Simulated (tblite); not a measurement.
C11H27ClS2Si2 (measured compound), SMILES CCCCS[Si](C)(C)[Si@@](C)(Cl)SCCCC at step 0 of a GFN2-xTB optimisation (tblite, gas phase), coordinates in Å:

```
  1 C    -6.867    1.547    0.665
  2 C    -6.123    0.411   -0.008
  3 C    -4.757    0.865   -0.533
  4 C    -4.020   -0.283   -1.210
  5 S    -2.410    0.258   -1.840
  6 Si   -0.969   -0.283   -0.326
  7 C    -1.520    0.381    1.310
  8 C    -0.820   -2.128   -0.308
  9 Si    1.124    0.615   -0.829
 10 C     1.619    0.112   -2.528
 11 Cl    1.060    2.662   -0.710
 12 S     2.585   -0.102    0.580
 13 C     4.097    0.815    0.158
 14 C     5.297    0.386    1.007
 15 C     5.784   -1.028    0.712
 16 C     7.029   -1.368    1.526
 17 H    -7.055    2.366   -0.039
 18 H    -6.307    1.945    1.513
 19 H    -7.840    1.199    1.042
 20 H    -6.724    0.010   -0.820
 21 H    -5.983   -0.399    0.725
 22 H    -4.173    1.276    0.295
 23 H    -4.911    1.687   -1.247
 24 H    -3.903   -1.135   -0.517
 25 H    -4.602   -0.649   -2.056
 26 H    -2.474   -0.072    1.625
 27 H    -1.661    1.467    1.282
 28 H    -0.788    0.164    2.099
 29 H    -1.784   -2.599   -0.077
 30 H    -0.102   -2.467    0.446
 31 H    -0.492   -2.515   -1.282
 32 H     0.899    0.458   -3.278
 33 H     2.595    0.531   -2.804
 34 H     1.698   -0.977   -2.617
 35 H     3.921    1.884    0.311
 36 H     4.335    0.672   -0.910
 37 H     5.052    0.486    2.071
 38 H     6.117    1.089    0.810
 39 H     5.010   -1.772    0.946
 40 H     6.010   -1.128   -0.354
 41 H     6.828   -1.310    2.598
 42 H     7.372   -2.391    1.298
 43 H     7.854   -0.680    1.281
```

Task: What are the forces on the atoms (eV/Å)?

Result: 
```
  1 C    -0.52    0.31    0.14
  2 C     0.29   -0.18    0.34
  3 C    -0.34    0.11   -0.03
  4 C    -0.35   -0.26    0.60
  5 S     0.20    0.13   -0.51
  6 Si    0.68    0.72   -0.71
  7 C    -0.64    0.28    1.41
  8 C    -0.01   -1.41    0.04
  9 Si   -0.92    0.56    0.99
 10 C     0.64   -0.29   -1.52
 11 Cl    0.13   -0.09   -0.04
 12 S     0.03   -0.27    0.29
 13 C     0.65    0.32   -0.37
 14 C    -0.08    0.13    0.07
 15 C    -0.01   -0.34    0.08
 16 C     0.46   -0.18   -0.17
 17 H     0.09   -0.20    0.17
 18 H    -0.01   -0.06   -0.13
 19 H     0.30    0.10   -0.13
 20 H    -0.04   -0.03   -0.17
 21 H     0.02    0.12   -0.17
 22 H     0.05   -0.14   -0.06
 23 H     0.11   -0.23    0.04
 24 H     0.14    0.36   -0.19
 25 H     0.13    0.10   -0.14
 26 H     0.32    0.24   -0.02
 27 H     0.02   -0.24    0.05
 28 H    -0.22    0.09   -0.26
 29 H     0.28   -0.01   -0.08
 30 H    -0.18    0.07   -0.22
 31 H    -0.12    0.05    0.32
 32 H     0.17   -0.12    0.21
 33 H    -0.19   -0.13   -0.06
 34 H    -0.02    0.28   -0.01
 35 H    -0.19   -0.12    0.06
 36 H    -0.19   -0.11    0.33
 37 H    -0.09   -0.11   -0.16
 38 H    -0.12   -0.08   -0.07
 39 H     0.00    0.31   -0.03
 40 H     0.00    0.08    0.06
 41 H     0.01    0.04   -0.18
 42 H    -0.17    0.42    0.10
 43 H    -0.33   -0.23    0.15
```
